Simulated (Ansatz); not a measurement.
`[SiH3][Ge]([Cl])([Cl])[Cl]` + NH₃ → `N[SiH3]` + `[Cl][GeH]([Cl])[Cl]` at 500 K and 1 bar (cleavage of the Si–Ge bond).

Isolated molecules relaxed with PBE0-D4/def2-TZVP in Ansatz; ΔE leaves out vibrations. CCSD(T)/CBS is the MP2 limit (def2-TZVPP, def2-QZVPP) plus CCSD(T) − MP2 in def2-TZVPP, frozen cores. This one scheme is used for every species. For Ge outer-core shells are correlated without core-valence functions, which leaves a few kJ/mol of doubt a bond. Scalar relativity is left out up to krypton.

| species | CCSD(T)/CBS energy (Eh) | H − E (kJ/mol) | S (J/(mol·K)) |
| --- | --- | --- | --- |
| `[SiH3][Ge]([Cl])([Cl])[Cl]` | -3746.46107 | 129.6 | 462.9 |
| NH₃ | -56.50880 | 108.2 | 211.8 |
| `N[SiH3]` | -346.80422 | 161.3 | 303.9 |
| `[Cl][GeH]([Cl])[Cl]` | -3456.16971 | 67.7 | 374.5 |

H − E and S are ideal-gas, rigid-rotor, harmonic terms from PBE0-D4/def2-TZVP. 1 Eh = 2625.50 kJ/mol, R = 8.31446 J/(mol·K).

Problem. By hand: ΔE, ΔH, ΔS and ΔG.

Solution. ΔE = (-346.80422) + (-3456.16971) − (-3746.46107) − (-56.50880) = -0.00406 Eh = -10.7 kJ/mol. Δ(H − E) = 161.3 + 67.7 − 129.6 − 108.2 = -8.8, so ΔH = -19.5 kJ/mol. ΔS = 303.9 + 374.5 − 462.9 − 211.8 = 3.7 J/(mol·K). ΔG = -19.5 − 500 × (3.7)/1000 = -21.4 kJ/mol.

Problem. By hand: the equilibrium constant, and the temperature at which ΔG would vanish if ΔH and ΔS stayed fixed.

Solution. log₁₀ K = −ΔG/(RT ln 10) = 2.2. ΔH and −TΔS have one sign here, so there is no such temperature. One of them is within its doubt of zero, so this could turn.

The number of gas molecules stays the same, so ΔS is small and ΔH decides. A doubt of 5 kJ/mol in ΔE shifts log₁₀ K by 0.5 here. These are equilibria of isolated gas molecules and say nothing of rates. Largest T1 diagnostic: 0.010 (customary marks: 0.02 for closed shells, 0.045 for open ones).
